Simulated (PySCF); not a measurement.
A structure optimised at PBE-D3(BJ)/def2-TZVP, used in a PySCF frequency run:

```
Se
Cl 1 2.1747
Cl 1 2.1747 2 102.52
```
Charge 0, spin multiplicity 1.

Question: Write its SMILES, formula and point group.

Answer: Cl[Se]Cl, Cl2Se, C2v

Question: What are its rotational constants (standard atomic weights)?

Answer: 7.3045, 2.4772, 1.8498 GHz
